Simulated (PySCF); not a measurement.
Geometry (Å), atoms numbered from 1 in this order:
```xyz
18

C    -2.936   -1.281   -0.365
O    -1.589   -0.929   -0.242
Si   -0.966    0.545   -0.079
O    -1.506    1.490   -1.286
N     0.749    0.265   -0.186
C     1.420   -0.927   -0.138
C     2.761   -0.696   -0.178
C     2.936    0.707   -0.245
C     1.691    1.256   -0.244
H    -3.432   -0.663   -1.115
H    -2.983   -2.328   -0.664
H    -3.450   -1.154    0.591
H    -1.288    1.168    1.204
H    -1.087    2.314   -1.513
H     0.871   -1.844   -0.091
H     3.539   -1.434   -0.164
H     3.870    1.232   -0.289
H     1.390    2.286   -0.274
```

How the numbers were obtained: shielding tensors at PBE0/pcSseg-1 (GIAO), coordinates at the GFN2-xTB level, in PySCF (one averaged value for each set of equivalent atoms, a single conformation, no relativistic terms, no solvent model).

Scale: 13C (186.93 ppm), 1H (31.72 ppm), 29Si (349.16 ppm) against TMS; 17O (336.08 ppm) against H2O; 15N (267.73 ppm) vs NH3 (reference shieldings calculated alike).

```json
{"atoms": "N5", "nucleus": "15N", "count": "1", "δ (ppm)": "189.3"}
{"atoms": "H16/H17", "nucleus": "1H", "count": "2", "δ (ppm)": "6.56"}
{"atoms": "O2", "nucleus": "17O", "count": "1", "δ (ppm)": "20.8"}
{"atoms": "H13", "nucleus": "1H", "count": "1", "δ (ppm)": "5.23"}
{"atoms": "C7/C8", "nucleus": "13C", "count": "2", "δ (ppm)": "117.0"}
{"atoms": "C6/C9", "nucleus": "13C", "count": "2", "δ (ppm)": "?"}
{"atoms": "H10/H11/H12", "nucleus": "1H", "count": "3", "δ (ppm)": "?"}
{"atoms": "H15/H18", "nucleus": "1H", "count": "2", "δ (ppm)": "6.67"}
{"atoms": "H14", "nucleus": "1H", "count": "1", "δ (ppm)": "2.38"}
{"atoms": "O4", "nucleus": "17O", "count": "1", "δ (ppm)": "55.6"}
{"atoms": "C1", "nucleus": "13C", "count": "1", "δ (ppm)": "?"}
{"atoms": "Si3", "nucleus": "29Si", "count": "1", "δ (ppm)": "?"}
```

Task: Complete the table.

Result: 
- C6/C9: 123.4 ppm, aromatic CH next to a ring nitrogen
- C1: 52.0 ppm, methyl carbon bonded to O; the inductive effect lowers its shielding
- H10/H11/H12: 4.10 ppm, hydrogen on a methyl carbon bonded to O; its carbon carries O, an electronegative neighbour
- Si3: -54.5 ppm, silicon bonded to N, 2 O, H

OH/NH shifts are gas-phase values; hydrogen bonding in solution moves them, usually downfield. Shifts are as computed. Against solution values, carbons near 30 ppm lie about +3 ppm off and those near 130 ppm about +5 ppm. Of 1211 compounds with measured shifts, 218 miss one by over three times the rms of a fit or turn the order of signals round; such compounds aren't used in these exercises. Experimental scales use liquid or dissolved standards, which lie at an offset from isolated NH3 (liquid NH3: subtract about 20 ppm) and H2O (liquid H2O: subtract about 36 ppm). Unscaled 15N shifts of sp2 nitrogen come out 20 to 40 ppm too high even then.
